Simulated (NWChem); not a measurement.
System: CHBrClF; SMILES F[C@@H](Cl)Br

NWChem input:

```
start job
memory heap 200 mb stack 900 mb global 1100 mb
geometry units angstroms noautoz
  F      1.642949     0.786646    -0.184777
  C      0.464640     0.577382     0.424015
  Cl    -0.693648     1.843566    -0.061970
  Br    -0.180384    -1.226168    -0.026569
  H      0.582043     0.612309     1.504982
end
basis spherical
  F library def2-svp
  C library def2-svp
  Cl library def2-svp
  Br library def2-svp
  H library def2-svp
end
dft
  xc xwpbe 1.00 cpbe96 1.0 hfexch 1.00
  cam 0.4 cam_alpha 0.0 cam_beta 1.0
  iterations 150
  vectors input atomic output neutral.movecs
end
task dft energy
charge 1
dft
  odft
  mult 2
  vectors input atomic output cation.movecs
end
task dft energy
```

Output (shortened):

```
             Northwest Computational Chemistry Package (NWChem) 7.3.0
             --------------------------------------------------------

 C1  symmetry detected

                             Geometry "geometry" -> ""
                             -------------------------

 Output coordinates in angstroms (scale by  1.889725989 to convert to a.u.)

  No.       Tag          Charge          X              Y              Z
 ---- ---------------- ---------- -------------- -------------- --------------
    1 F                    9.0000     1.63952100     0.80212059    -0.17406618
    2 C                    6.0000     0.45671188     0.58544713     0.42330006
    3 Cl                  17.0000    -0.70392319     1.84597749    -0.07169882
    4 Br                  35.0000    -0.17408618    -1.22093590    -0.03599140
    5 H                    1.0000     0.56375045     0.61937102     1.50537442

 Effective nuclear repulsion energy (a.u.)     318.4602963330

  pbe96 is a nonlocal functional; adding pw91lda local functional.

                                 NWChem DFT Module
                                 -----------------

 Summary of "ao basis" -> "ao basis" (spherical)
 ------------------------------------------------------------------------------
       Tag                 Description            Shells   Functions and Types
 ---------------- ------------------------------  ------  ---------------------
 F                          def2-svp                 6       14   3s2p1d
 C                          def2-svp                 6       14   3s2p1d
 Cl                         def2-svp                 8       18   4s3p1d
 Br                         def2-svp                12       32   5s4p3d
 H                          def2-svp                 3        5   2s1p

            General Information
            -------------------
          SCF calculation type: DFT
          Wavefunction type:  closed shell.
          No. of atoms     :     5
          No. of electrons :    68
           Alpha electrons :    34
            Beta electrons :    34
          Charge           :     0
          Spin multiplicity:     1
          Use of symmetry is: off; symmetry adaption is: off
          Maximum number of iterations: 150
          AO basis - number of functions:    83
                     number of shells:    35
          Convergence on energy requested:  1.00D-06
          Convergence on density requested:  1.00D-05
          Convergence on gradient requested:  5.00D-04

              XC Information
              --------------
                     Hartree-Fock (Exact) Exchange  1.000
                     LC-wPBE(h)Exchange Functional  1.000
            Perdew 1991 LDA Correlation Functional  1.000 local
           PerdewBurkeErnz. Correlation Functional  1.000 non-local

           Range-Separation Parameters
           ---------------------------
           Alpha           :  0.00
           Beta            :  1.00
           Gamma           :  0.40
           Short-Range HF  :     F

             Grid Information
             ----------------
          Grid used for XC integration:  medium
          Radial quadrature: Mura-Knowles
          Angular quadrature: Lebedev.
          Tag              B.-S. Rad. Rad. Pts. Rad. Cut. Ang. Pts.
          ---              ---------- --------- --------- ---------
          F                   0.50       49           8.0       434
          C                   0.70       49           7.0       434
          Cl                  1.00       88           9.0       590
          Br                  1.15      112           8.0       590
          H                   0.35       45           8.0       434
          Grid pruning is: on
          Number of quadrature shells:   343
          Spatial weights used:  Erf1

      Superposition of Atomic Density Guess
      -------------------------------------

 Sum of atomic energies:       -3168.82592862

      Non-variational initial energy
      ------------------------------

 Total energy =   -3169.757275
 1-e energy   =   -5042.477942
 2-e energy   =    1554.260371
 HOMO         =      -0.361415
 LUMO         =       0.045400

   convergence    iter        energy       DeltaE   RMS-Dens  Diis-err
 ---------------- ----- ----------------- --------- --------- ---------
 d= 0,ls=0.0,diis     1  -3171.5965383416 -3.49D+03  1.52D-02  1.42D+00
 d= 0,ls=0.0,diis     2  -3171.6044214904 -7.88D-03  8.08D-03  1.49D+00
 d= 0,ls=0.0,diis     3  -3171.7548904537 -1.50D-01  9.72D-04  8.92D-03
 d= 0,ls=0.0,diis     4  -3171.7558737953 -9.83D-04  3.71D-04  2.35D-03
 d= 0,ls=0.0,diis     5  -3171.7560913515 -2.18D-04  2.18D-04  1.52D-04
  Resetting Diis
 d= 0,ls=0.0,diis     6  -3171.7561234897 -3.21D-05  7.55D-05  6.73D-06
 d= 0,ls=0.0,diis     7  -3171.7561261683 -2.68D-06  1.77D-05  5.89D-07
 d= 0,ls=0.0,diis     8  -3171.7561263570 -1.89D-07  6.10D-06  1.61D-07

         Total DFT energy =    -3171.756126357043
      One electron energy =    -5042.335607391286
           Coulomb energy =     1687.346105762509
    Exchange-Corr. energy =     -135.226921061258
 Nuclear repulsion energy =      318.460296332993

 Numeric. integr. density =       67.999996899374

                       DFT Final Molecular Orbital Analysis
                       ------------------------------------

 Vector   32  Occ=2.000000D+00  E=-4.440748D-01
              MO Center= -3.7D-01,  1.0D+00,  3.5D-02, r^2= 3.0D+00
   Bfn.  Coefficient  Atom+Function         Bfn.  Coefficient  Atom+Function
  ----- ------------  ---------------      ----- ------------  ---------------
    41      0.482343  3 Cl pz                38      0.361408  3 Cl pz
    40      0.234826  3 Cl py                61      0.209908  4 Br px
    35      0.208551  3 Cl pz                58      0.200967  4 Br px
    79     -0.180730  5 H  s                 37      0.169558  3 Cl py
    59      0.170293  4 Br py                62      0.154420  4 Br py

 Vector   33  Occ=2.000000D+00  E=-4.244217D-01
              MO Center= -1.4D-01, -1.0D+00, -8.0D-03, r^2= 1.9D+00
   Bfn.  Coefficient  Atom+Function         Bfn.  Coefficient  Atom+Function
  ----- ------------  ---------------      ----- ------------  ---------------
    63      0.540905  4 Br pz                60      0.498115  4 Br pz
    57     -0.327712  4 Br pz                61     -0.209401  4 Br px
    58     -0.197105  4 Br px                55      0.129143  4 Br px
    39      0.127810  3 Cl px                79     -0.109906  5 H  s
    54      0.106518  4 Br pz                36      0.091490  3 Cl px

 Vector   34  Occ=2.000000D+00  E=-4.168691D-01
              MO Center= -2.4D-01, -6.1D-01, -2.5D-02, r^2= 3.0D+00
   Bfn.  Coefficient  Atom+Function         Bfn.  Coefficient  Atom+Function
  ----- ------------  ---------------      ----- ------------  ---------------
    61      0.439252  4 Br px                58      0.409307  4 Br px
    40     -0.287538  3 Cl py                55     -0.268415  4 Br px
    62     -0.254086  4 Br py                59     -0.241060  4 Br py
    37     -0.211802  3 Cl py                63      0.192156  4 Br pz
    60      0.175508  4 Br pz                56      0.157539  4 Br py

 Vector   35  Occ=0.000000D+00  E= 5.508235D-02
              MO Center= -3.6D-02, -2.7D-01,  1.5D-01, r^2= 3.1D+00
   Bfn.  Coefficient  Atom+Function         Bfn.  Coefficient  Atom+Function
  ----- ------------  ---------------      ----- ------------  ---------------
    17      0.998196  2 C  s                 62     -0.811471  4 Br py
    51     -0.516251  4 Br s                 22     -0.407298  2 C  py
    21     -0.394879  2 C  px                16      0.390522  2 C  s
    80     -0.369080  5 H  s                 40      0.359533  3 Cl py
    59     -0.290560  4 Br py                19     -0.284786  2 C  py

 Vector   36  Occ=0.000000D+00  E= 1.245106D-01
              MO Center= -1.1D-02,  9.2D-01,  2.6D-01, r^2= 2.7D+00
   Bfn.  Coefficient  Atom+Function         Bfn.  Coefficient  Atom+Function
  ----- ------------  ---------------      ----- ------------  ---------------
    22      0.739408  2 C  py                32     -0.615901  3 Cl s
    39     -0.546397  3 Cl px                40      0.531897  3 Cl py
    19      0.523450  2 C  py                17      0.509212  2 C  s
    21     -0.436663  2 C  px                80     -0.373634  5 H  s
    41     -0.278956  3 Cl pz                18     -0.268782  2 C  px

 Vector   37  Occ=0.000000D+00  E= 1.647032D-01
              MO Center=  5.4D-01,  6.3D-01,  1.6D+00, r^2= 2.9D+00
   Bfn.  Coefficient  Atom+Function         Bfn.  Coefficient  Atom+Function
  ----- ------------  ---------------      ----- ------------  ---------------
    80      2.134216  5 H  s                 17     -1.218318  2 C  s
    23     -1.127920  2 C  pz                20     -0.396286  2 C  pz
    50     -0.173566  4 Br s                  3     -0.165569  1 F  s
    39     -0.159989  3 Cl px                40      0.141734  3 Cl py
    31     -0.140836  3 Cl s                  7      0.132626  1 F  px

     Multipole analysis of the density
     ---------------------------------

     L   x y z        total         alpha         beta         nuclear
     -   - - -        -----         -----         ----         -------
     0   0 0 0     -0.000000    -34.000000    -34.000000     68.000000

     1   1 0 0      0.013779      0.006890      0.006890      0.000000
     1   0 1 0      0.006591      0.003295      0.003295      0.000000
     1   0 0 1      0.523337      0.261669      0.261669      0.000000

[...]
```

Level: LC-wPBE (HJS exchange hole, range parameter 0.4 per bohr)/def2-SVP, vertical spin-unrestricted ions. Coordinates come from a B3LYP/6-31G* (spherical d) optimisation.
